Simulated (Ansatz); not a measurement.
Compare A (`C#CN[SiH3]`) with its isomer B (`N=C1C[SiH2]1`).

Computed with Ansatz on PBE0-D4/def2-TZVP structures; ΔE is electronic, products minus reactants. CCSD(T)/CBS adds triple-zeta CCSD(T) − MP2 to the extrapolated MP2 energy (def2 sets, frozen cores). Functionals use def2-TZVPP. B3LYP here is the variant with VWN-RPA as its local correlation; programs differ in this. One conformer a species, not always the lowest.

A:

```xyz
9

C    -1.333   -1.951   -0.063
C    -0.705   -0.985   -0.408
N     0.005    0.101   -0.733
Si    0.795    1.114    0.442
H    -1.891   -2.807    0.229
H     0.067    0.310   -1.717
H     1.448    2.185   -0.350
H    -0.191    1.689    1.390
H     1.805    0.344    1.210
```

B:

Z-matrix (Å, degrees):
```
C
C 1 1.510
Si 1 1.883 2 64.5
H 1 1.089 2 116.2 3 112.0
H 1 1.090 2 116.2 3 -111.9
N 2 1.256 1 139.8 3 -179.9
H 3 1.479 1 118.6 2 106.7
H 3 1.479 1 118.6 2 -106.8
H 6 1.026 2 110.6 1 -0.0
```

**Question.** Which isomer does CCSD(T)/CBS put lower? Give the gap. (Estimate.)

**Answer.** Ansatz gave: A, by 61.6 kJ/mol.

**Question.** Give E(B) − E(A) in kJ/mol with B3LYP, PBE0-D4, B2PLYP, PBE-D4, BLYP-D4, CCSD(T)/def2-TZVPP, HF/def2-TZVPP. (Estimate.)

**Answer.** Computed: B3LYP 63.0, PBE0-D4 38.7, B2PLYP 67.1, PBE-D4 28.8, BLYP-D4 55.5, CCSD(T)/def2-TZVPP 58.2, HF/def2-TZVPP 101.4. None reverses the order clearly.

**Question.** Does the order hold for the free energy at 298.15 K (harmonic terms from PBE0-D4)? (Best estimate.)

**Answer.** Computed: Yes: G(B) − G(A) = +72.1 kJ/mol, for one conformer each.

Largest T1 diagnostic: 0.014.

From BLYP to BHLYP (50 % exact exchange), in def2-TZVPP and without D4, E(B) − E(A) moves by +17.7 kJ/mol. Leaving LDA and LC-ωPBE aside and taking each functional with its dispersion term where it has one, the values, not all of them listed here, spread over 45.6 kJ/mol, from revPBE-D4 to BHLYP-D4.
